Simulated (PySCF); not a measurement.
C3H12N2Si, SMILES CC(C)[SiH](N)N. Coordinates come from a PBE0-D3(BJ)/def2-SVP optimisation. This is a generated structure with no PubChem entry under its InChIKey; it may be hypothetical. Other conformers were not sampled.

Computed equilibrium geometry at PBE0-D3(BJ)/def2-SVP (PySCF confirms it by a frequency run) as a Z-matrix (one conformer of several):
```
C
H 1 1.1078
C 1 1.5272 2 108.29
H 3 1.1016 1 112.03 2 -56.94
H 3 1.1032 4 107.60 1 -123.11
H 3 1.1035 4 107.29 5 -115.08
C 1 1.5277 2 108.58 3 121.54
H 7 1.1006 1 111.90 2 60.16
H 7 1.1033 8 108.14 1 123.39
H 7 1.1035 8 107.13 9 115.11
Si 1 1.8942 2 106.44 3 -118.65
N 11 1.7286 1 116.02 2 -176.98
H 12 1.0120 11 120.75 1 -89.36
H 12 1.0132 13 111.96 11 -152.69
N 11 1.7314 12 106.49 13 152.71
H 15 1.0136 11 120.00 12 164.22
H 15 1.0139 16 111.02 11 -146.05
H 11 1.5041 12 103.85 13 28.48
```
Charge 0, spin multiplicity 1.
